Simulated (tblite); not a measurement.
A geometry optimisation, step by step.

C7H18AlN.
Atom-mapped SMILES: `[CH3:1][CH2:2][C@H:3]1[CH2:4][CH2:5][N+:6]([CH3:7])([CH3:8])[AlH2-:9]1` (hydrogens: H10, H11, H12 on C1; H13, H14 on C2; H15 on C3; H16, H17 on C4; H18, H19 on C5; H20, H21, H22 on C7; H23, H24, H25 on C8; H26, H27 on Al9)

Computed with GFN2-xTB (tblite), gas phase: L-BFGS steps from a force-field or distance-geometry start until the largest atomic force falls under 0.01 eV/Å. 6 of its 169 geometries are shown.

Step 0: E = -765.6258 eV, largest atomic force 2.931 eV/Å
```
atom  x, y, z in Å  |  force x, y, z in eV/Å
C1      2.989   -0.671    0.162    0.853  -0.609   0.766
C2      2.518    0.704   -0.240    2.507   1.140  -0.953
C3      1.091    0.921   -0.312   -2.851   0.451   0.509
C4      0.330    0.050   -1.334    0.578  -0.361   0.714
C5     -1.131    0.419   -1.101    0.522   0.982  -0.728
N6     -1.535   -0.122    0.171    0.283   0.030   0.329
C7     -1.754   -1.540    0.128   -2.340  -0.928  -0.255
C8     -2.666    0.541    0.760   -1.102   0.104   1.063
Al9    -0.009    0.377    1.248    1.558   0.549   2.017
H10     2.183   -1.368    0.432    0.235   0.399  -0.082
H11     3.658   -0.550    1.054   -0.518  -0.488  -0.796
H12     3.569   -1.100   -0.671   -0.154  -0.115   0.523
H13     2.953    0.906   -1.241    0.173   0.121   0.072
H14     2.988    1.459    0.432   -0.407  -0.349  -0.284
H15     0.810    1.981   -0.557    0.774  -0.286  -0.158
H16     0.548   -0.996   -1.021   -0.307   0.391  -0.582
H17     0.678    0.199   -2.342   -0.086   0.032  -0.598
H18    -1.108    1.538   -0.990   -0.394  -0.727  -0.182
H19    -1.774    0.162   -1.940   -0.379  -0.235  -0.049
H20    -1.778   -2.027    1.132    0.484   0.516  -0.604
H21    -1.126   -2.082   -0.574    0.321   0.158   0.301
H22    -2.806   -1.656   -0.267    0.548  -0.344   0.126
H23    -2.860    0.024    1.752   -0.003   0.554  -0.962
H24    -3.587    0.477    0.123    0.610   0.074   0.432
H25    -2.451    1.608    1.025   -0.003  -0.776  -0.449
H26     0.549   -0.875    2.034   -0.515  -0.077  -0.099
H27    -0.297    1.649    2.149   -0.385  -0.206  -0.072
```

Step 34: E = -766.6910 eV, largest atomic force 0.068 eV/Å
```
atom  x, y, z in Å  |  force x, y, z in eV/Å
C1      3.052   -0.691    0.147    0.006  -0.038   0.008
C2      2.616    0.693   -0.350    0.032  -0.016   0.007
C3      1.105    0.913   -0.198    0.020   0.002  -0.007
C4      0.350    0.205   -1.341    0.006   0.025  -0.016
C5     -1.149    0.376   -1.122   -0.010   0.010   0.019
N6     -1.515   -0.120    0.210   -0.064  -0.013  -0.002
C7     -1.784   -1.550    0.174   -0.007  -0.032  -0.007
C8     -2.682    0.575    0.731   -0.029   0.016   0.011
Al9     0.092    0.362    1.476   -0.017  -0.037   0.020
H10     2.183   -1.240    0.510   -0.014  -0.015   0.021
H11     3.756   -0.612    0.973    0.005   0.023  -0.006
H12     3.526   -1.276   -0.638   -0.012  -0.005  -0.027
H13     2.902    0.819   -1.401    0.033   0.007   0.013
H14     3.142    1.462    0.220   -0.012   0.016   0.002
H15     0.936    1.998   -0.353   -0.019  -0.010  -0.030
H16     0.608   -0.857   -1.359   -0.004   0.034   0.000
H17     0.618    0.627   -2.315   -0.007  -0.031  -0.057
H18    -1.378    1.444   -1.157    0.006   0.002  -0.003
H19    -1.738   -0.131   -1.899   -0.003   0.022   0.022
H20    -1.837   -1.934    1.193    0.000   0.027   0.008
H21    -0.979   -2.068   -0.341    0.060   0.020   0.026
H22    -2.728   -1.766   -0.339    0.014   0.013  -0.019
H23    -2.925    0.169    1.714    0.003   0.015  -0.021
H24    -3.551    0.474    0.071    0.031  -0.017   0.015
H25    -2.438    1.631    0.855   -0.029  -0.001  -0.005
H26     0.273   -1.008    2.202    0.013  -0.012   0.016
H27    -0.475    1.531    2.348   -0.002  -0.004   0.013
```

Step 67: E = -766.7641 eV, largest atomic force 0.127 eV/Å
```
atom  x, y, z in Å  |  force x, y, z in eV/Å
C1      3.029   -0.757    0.089   -0.001   0.011   0.022
C2      2.628    0.663   -0.315    0.045  -0.001  -0.005
C3      1.117    0.914   -0.197    0.060   0.027   0.034
C4      0.333    0.231   -1.333    0.071   0.020   0.020
C5     -1.156    0.440   -1.087    0.024   0.000  -0.025
N6     -1.536   -0.077    0.231   -0.035   0.096   0.013
C7     -1.673   -1.525    0.210    0.045   0.072  -0.021
C8     -2.775    0.534    0.681   -0.064   0.019   0.022
Al9     0.085    0.403    1.485   -0.061  -0.005  -0.046
H10     2.316   -1.126    0.829    0.039  -0.046   0.024
H11     4.023   -0.772    0.534   -0.025  -0.003  -0.052
H12     3.040   -1.430   -0.768   -0.094   0.028   0.074
H13     2.989    0.850   -1.333   -0.063   0.095  -0.049
H14     3.134    1.378    0.339   -0.003  -0.038   0.034
H15     0.979    2.003   -0.345   -0.004   0.008  -0.046
H16     0.572   -0.833   -1.337   -0.046  -0.015  -0.117
H17     0.582    0.640   -2.318    0.059  -0.028   0.005
H18    -1.353    1.517   -1.089    0.036  -0.029   0.015
H19    -1.764   -0.015   -1.881   -0.045  -0.058   0.025
H20    -2.027   -1.863    1.183    0.026  -0.008  -0.016
H21    -0.694   -1.964    0.035    0.033  -0.078  -0.003
H22    -2.366   -1.859   -0.568   -0.038   0.023   0.002
H23    -2.989    0.204    1.698    0.006  -0.001  -0.022
H24    -3.618    0.271    0.030    0.013   0.002   0.010
H25    -2.659    1.618    0.695    0.005  -0.040   0.031
H26     0.277   -0.973    2.186    0.017  -0.042   0.117
H27    -0.514    1.555    2.359   -0.001  -0.008  -0.045
```

Step 101: E = -766.8243 eV, largest atomic force 0.042 eV/Å
```
atom  x, y, z in Å  |  force x, y, z in eV/Å
C1      3.007   -0.804    0.068    0.009   0.003   0.013
C2      2.623    0.631   -0.276    0.016  -0.020   0.001
C3      1.115    0.879   -0.157    0.023  -0.007  -0.002
C4      0.344    0.265   -1.341   -0.017  -0.002  -0.005
C5     -1.148    0.457   -1.095   -0.024   0.001   0.034
N6     -1.527   -0.066    0.221    0.000   0.006   0.027
C7     -1.598   -1.518    0.202    0.014   0.009  -0.004
C8     -2.796    0.497    0.655    0.006  -0.004  -0.004
Al9     0.034    0.445    1.513   -0.010   0.022   0.007
H10     2.595   -1.064    1.044   -0.026   0.005  -0.004
H11     4.090   -0.913    0.105    0.008  -0.016   0.001
H12     2.624   -1.504   -0.671   -0.009   0.016   0.012
H13     2.978    0.869   -1.287   -0.005   0.004   0.015
H14     3.136    1.300    0.421    0.002  -0.003  -0.023
H15     0.983    1.976   -0.272    0.002   0.005   0.015
H16     0.568   -0.797   -1.442    0.025  -0.007  -0.010
H17     0.610    0.746   -2.288   -0.002  -0.007  -0.028
H18    -1.353    1.531   -1.089   -0.010   0.009  -0.007
H19    -1.757   -0.011   -1.882    0.003   0.016   0.001
H20    -1.925   -1.876    1.178    0.000   0.015  -0.013
H21    -0.603   -1.921    0.019    0.003  -0.008  -0.004
H22    -2.288   -1.880   -0.569   -0.004  -0.001   0.010
H23    -3.022    0.136    1.659    0.000  -0.013  -0.027
H24    -3.614    0.231   -0.023    0.010  -0.007   0.017
H25    -2.703    1.582    0.704   -0.018  -0.015   0.002
H26     0.202   -0.847    2.374   -0.004   0.003  -0.013
H27    -0.594    1.684    2.240    0.008  -0.006  -0.011
```

Step 134: E = -766.8405 eV, largest atomic force 0.067 eV/Å
```
atom  x, y, z in Å  |  force x, y, z in eV/Å
C1      2.864   -0.911    0.158   -0.012   0.003   0.012
C2      2.623    0.515   -0.325   -0.006  -0.026   0.012
C3      1.149    0.920   -0.182    0.017   0.003  -0.025
C4      0.310    0.404   -1.372    0.035   0.011   0.001
C5     -1.169    0.573   -1.041    0.023   0.017   0.005
N6     -1.502   -0.050    0.243    0.015   0.002   0.021
C7     -1.400   -1.497    0.172    0.010  -0.005   0.003
C8     -2.841    0.342    0.654   -0.005   0.002   0.001
Al9     0.033    0.582    1.493    0.044  -0.040  -0.031
H10     2.498   -1.002    1.182    0.003  -0.022  -0.023
H11     3.924   -1.160    0.139    0.009   0.004  -0.002
H12     2.337   -1.630   -0.466    0.002   0.003  -0.002
H13     2.954    0.618   -1.366    0.000  -0.017   0.023
H14     3.236    1.188    0.281   -0.031   0.002  -0.010
H15     1.134    2.026   -0.278   -0.037   0.014  -0.010
H16     0.534   -0.644   -1.579   -0.001   0.012   0.006
H17     0.524    0.962   -2.291    0.001  -0.008   0.009
H18    -1.361    1.643   -0.929   -0.032   0.033  -0.011
H19    -1.814    0.179   -1.839    0.000  -0.010   0.000
H20    -1.717   -1.923    1.122   -0.008  -0.005   0.038
H21    -0.356   -1.771    0.019   -0.005  -0.018   0.005
H22    -2.016   -1.912   -0.631    0.006   0.005  -0.041
H23    -3.058   -0.077    1.636    0.036  -0.014   0.016
H24    -3.598   -0.004   -0.058   -0.013  -0.007  -0.013
H25    -2.892    1.427    0.731    0.016   0.006   0.015
H26     0.211   -0.640    2.451   -0.038   0.028  -0.014
H27    -0.624    1.870    2.087   -0.029   0.028   0.011
```

Step 168: E = -766.8467 eV, largest atomic force 0.010 eV/Å
```
atom  x, y, z in Å  |  force x, y, z in eV/Å
C1      2.819   -0.939    0.167   -0.002  -0.003  -0.001
C2      2.615    0.491   -0.322    0.003  -0.002   0.002
C3      1.151    0.936   -0.196    0.003  -0.001  -0.009
C4      0.304    0.431   -1.385    0.000   0.003  -0.001
C5     -1.173    0.589   -1.036    0.000  -0.001   0.000
N6     -1.482   -0.057    0.241    0.000  -0.003   0.001
C7     -1.352   -1.502    0.150    0.003  -0.002   0.004
C8     -2.816    0.306    0.687    0.000   0.000  -0.001
Al9     0.020    0.638    1.476   -0.002   0.001   0.001
H10     2.423   -1.030    1.180    0.002  -0.001  -0.004
H11     3.875   -1.203    0.176   -0.003   0.001   0.000
H12     2.299   -1.649   -0.473    0.004  -0.001  -0.006
H13     2.962    0.578   -1.359   -0.006   0.002   0.005
H14     3.233    1.155    0.288    0.003  -0.006   0.004
H15     1.159    2.041   -0.300   -0.005  -0.001   0.000
H16     0.526   -0.614   -1.603    0.001   0.009   0.002
H17     0.508    0.999   -2.299    0.003  -0.003   0.003
H18    -1.378    1.657   -0.908    0.001   0.000  -0.002
H19    -1.824    0.200   -1.832   -0.001  -0.001   0.001
H20    -1.714   -1.952    1.073   -0.002   0.003   0.002
H21    -0.298   -1.760    0.050    0.004   0.003  -0.002
H22    -1.915   -1.908   -0.697   -0.002   0.004   0.006
H23    -2.994   -0.130    1.670    0.003  -0.003  -0.001
H24    -3.588   -0.042   -0.009   -0.001  -0.003  -0.003
H25    -2.879    1.389    0.784   -0.004   0.002  -0.002
H26     0.145   -0.552    2.478    0.003   0.003   0.001
H27    -0.647    1.952    2.010   -0.003   0.000   0.000
```

Task: Summarise the path.

Result: The energy falls by 1.2209 eV from step 0 to step 168; nine tenths of that is first reached at step 61. It rises by more than 0.2 meV at step 65. The largest force goes from 2.931 to 0.010 eV/Å. Among the bonds N6–Al9 changes most, from 1.934 to 2.065 Å; the atoms move by 0.607 Å rms after alignment.

Task: Follow the three bonds and two angles with the largest change from start to end.

Result: 
```
step  E above end (eV)  largest force (eV/Å)  N6–Al9 (Å)  C2–C3 (Å)  C3–Al9 (Å)  N6–Al9–H27 (°)  C3–Al9–H26 (°)
   0            1.2209                 2.931       1.934      1.445       1.985           112.3           114.3
   7            0.3516                 0.358       2.164      1.520       2.013           103.4           119.1
  15            0.2383                 0.217       2.112      1.535       2.047           105.1           122.0
  22            0.1915                 0.199       2.115      1.537       2.054           103.2           125.0
  29            0.1622                 0.113       2.095      1.536       2.043           103.8           124.3
  37            0.1531                 0.082       2.107      1.536       2.035           103.0           124.5
  44            0.1434                 0.090       2.099      1.535       2.040           102.1           124.8
  51            0.1338                 0.096       2.093      1.534       2.037           101.2           124.1
  58            0.1256                 0.085       2.086      1.535       2.041           101.1           121.7
  66            0.0866                 0.145       2.106      1.536       2.040           101.8           122.1
  73            0.0506                 0.173       2.104      1.535       2.046           101.4           124.0
  80            0.0360                 0.080       2.095      1.532       2.039            99.8           124.2
  88            0.0284                 0.055       2.090      1.534       2.038           100.1           124.1
  95            0.0241                 0.047       2.089      1.533       2.036           100.6           124.1
 102            0.0220                 0.036       2.088      1.533       2.036           100.4           124.9
 110            0.0200                 0.025       2.083      1.533       2.035           100.4           125.2
 117            0.0177                 0.054       2.083      1.534       2.036           101.0           124.8
 124            0.0124                 0.047       2.085      1.534       2.040           100.8           125.7
 131            0.0082                 0.065       2.078      1.534       2.043           100.3           125.2
 139            0.0041                 0.034       2.073      1.535       2.040            99.2           125.1
 146            0.0022                 0.034       2.068      1.535       2.042            99.3           125.5
 153            0.0010                 0.022       2.066      1.535       2.041            99.8           125.8
 161            0.0002                 0.020       2.064      1.535       2.040           100.2           126.2
 168            0.0000                 0.010       2.065      1.535       2.040           100.2           126.4
```

What follows is the cost of the whole relaxation. Hardware: an Arm Neoverse V1 with one thread, on a shared host. Cost: 1.9 s.
